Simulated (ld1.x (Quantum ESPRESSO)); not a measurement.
# Al (Z = 13), PAW: configuration errors across variants

- Element: aluminium
- Generator: ld1.x (Quantum ESPRESSO) 7.5
- Type: PAW
- Functional: BLYP
- Relativity: non-relativistic
- Frozen core: [Ne]
- Valence charge: 3
- Reference configuration: 3s1.5 3p0 (charge +1.5)
- Partial waves: 3s (bound): rcut 1.65, rcutus 2.05 bohr; 3s channel at 0.8 Ry: rcut 1.65, rcutus 2.05 bohr; 3p (bound, empty): rcut 1.45, rcutus 1.85 bohr; 3p channel at 1.45 Ry: rcut 1.45, rcutus 1.85 bohr; 3d channel at -0.2 Ry: rcut 1.45, rcutus 1.75 bohr
- Local potential: all-electron potential smoothed inside 1.55 bohr (lloc = -2)
- Core correction: a·sin(br)/r model core inside 1.80 bohr
- Augmentation charge: PSQ, inside the norm-conserving radii

All-electron excitation energies from the reference (eV): (1) 3s2 3p1 -14.088; (2) 3s2 3p0 -8.451; (3) 3s1 3p0 10.730; (4) 3s1 3p1 -2.649; (5) 3s2 3p1.3 -14.621; (6) 3s0 3p3 -3.573; (7) 3s1 3p2 -8.933.

3 further variants failed, have other tests or another functional or relativity, and are left out.

Errors AE − PS in meV (a dash: test not solved or not reliable):

| change | (1) | (2) | (3) | (4) | (5) | (6) | (7) | bound ghosts |
| --- | --- | --- | --- | --- | --- | --- | --- | --- |
| base | -3.5 | -2.1 | -3.9 | +0.3 | -3.1 | +2.2 | +0.7 | none |
| waves 3p (bound): rcut 1.45, rcutus 2.40 bohr; 3p channel at 1.45 Ry: rcut 1.45, rcutus 2.40 bohr | -4.3 | -2.1 | -3.9 | +0.1 | -4.2 | +0.1 | -0.8 | none |
| local potential all-electron potential smoothed inside 1.22 bohr (lloc = -2) | -3.1 | -2.1 | -3.8 | +0.4 | -2.7 | +2.7 | +1.3 | none |
| wave 3d channel at -0.2 Ry: rcut 1.45, rcutus 1.75 bohr becomes 3d channel at -0.2 Ry: rcut 1.45, rcutus 2.34 bohr | -3.5 | -2.1 | -3.9 | +0.3 | -3.1 | +2.2 | +0.7 | none |
| core correction a·sin(br)/r model core inside 1.68 bohr | -4.4 | -2.2 | -4.1 | -0.1 | -4.3 | +0.1 | -0.9 | none |
| wave 3d channel at -0.2 Ry: rcut 1.45, rcutus 1.75 bohr becomes 3d channel at 3.97 Ry: rcut 1.45, rcutus 1.75 bohr | -3.5 | -2.1 | -3.9 | +0.3 | -3.1 | +2.2 | +0.7 | none |
| local potential all-electron potential smoothed inside 1.30 bohr (lloc = -1) | -2.9 | -2.1 | -3.9 | +0.6 | -2.4 | +3.3 | +1.9 | none |
| waves 3s (bound): rcut 1.65, rcutus 3.06 bohr; 3s channel at 0.8 Ry: rcut 1.65, rcutus 3.06 bohr | -4.1 | -2.0 | -3.2 | +2.0 | -3.6 | +3.4 | +3.1 | none |

**Question.** Give the same row for: type TM; waves now 3s (bound): rc 2.05 bohr; 3p (bound): rc 1.85 bohr; 3d channel at -0.2 Ry: rc 1.75 bohr; local potential the d channel.

**Answer.** +41, +15, +26, +2.7, +45, +15, +17; bound ghosts: none.
